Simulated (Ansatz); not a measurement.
`C=C[SiH2][S][GeH3]` + `OC(O)=S` → `OC(=S)[O][GeH3]` + `C=C[SiH2]S`  (ligand exchange at a Ge–S bond)

Calculated with Ansatz (gas phase, PBE0-D4/def2-TZVP geometries, no zero-point term in ΔE). CCSD(T)/CBS is the MP2 limit (def2-TZVPP, def2-QZVPP) plus CCSD(T) − MP2 in def2-TZVPP, frozen cores. Functionals use def2-TZVPP. B3LYP here is the variant with VWN-RPA as its local correlation; programs differ in this. For Ge outer-core shells are correlated without core-valence functions, which leaves a few kJ/mol of doubt a bond. Scalar relativity is left out up to krypton. Each species was taken in one conformer, which may not be the lowest.

`C=C[SiH2][S][GeH3]`:

```xyz
13

C    -1.371   -1.311   -0.540
C    -0.450   -1.557    0.386
Si    1.265   -0.837    0.366
S     1.473    0.706   -1.090
Ge    0.086    2.201   -0.188
H    -1.166   -0.658   -1.384
H    -2.363   -1.753   -0.500
H    -0.709   -2.222    1.210
H     2.272   -1.867    0.004
H     1.585   -0.316    1.723
H    -1.306    2.078   -0.824
H     0.001    1.954    1.326
H     0.682    3.582   -0.488
```

`OC(O)=S`:

```xyz
6

O    -0.681   -0.420   -0.665
C     0.235    0.232    0.057
O     0.327   -0.282    1.269
S     1.117    1.488   -0.478
H    -0.702   -0.001   -1.535
H    -0.296   -1.018    1.351
```

`OC(=S)[O][GeH3]`:

Z-matrix (Å, degrees):
```
Ge
O 1 1.833
H 1 1.528 2 100.6
H 1 1.529 2 107.9 3 118.6
H 1 1.529 2 107.9 3 -118.6
C 2 1.302 1 122.6 3 -180.0
S 6 1.635 2 125.2 1 179.9
O 6 1.343 2 111.8 1 -0.1
H 8 0.966 6 106.8 2 180.0
```

`C=C[SiH2]S`:

Z-matrix (Å, degrees):
```
Si
C 1 1.854
S 1 2.141 2 112.0
H 1 1.487 2 107.7 3 -123.2
H 1 1.485 2 112.2 3 115.4
C 2 1.331 1 122.0 3 120.2
H 2 1.088 1 119.2 3 -58.7
H 3 1.344 1 94.5 2 -57.1
H 6 1.087 2 121.6 1 0.6
H 6 1.086 2 122.3 1 -179.5
```

```csv
level,ΔE (kJ/mol)
PBE-D4,26.9
PBE0-D4,28.2
B3LYP-D4,16.9
ωB97M-V,19.5
MP2/def2-TZVPP,19.9
CCSD/def2-TZVPP,13.7
MP2/def2-QZVPP,21.6
CCSD/CBS(def2),17.7
```

Task: What does CCSD(T)/CBS give? (Best estimate.)

Result: Computed: +19.9 kJ/mol. The listed levels differ from it by 7.0, 8.3, -3.0, -0.4, 0.0, -6.2, 1.7, -2.2 kJ/mol.

Largest T1 diagnostic among the species: 0.016.

The D4 term adds +8.0 kJ/mol with B3LYP and +4.4 kJ/mol with PBE0; it sums over pairs of atoms, weighted by their polarisabilities, and B3LYP, whose exchange is more repulsive, gets the larger term. In def2-TZVPP, CCSD(T) changes the Hartree–Fock value by +14.9 kJ/mol (the triples alone add +2.2 kJ/mol) and MP2 by +18.9 kJ/mol.
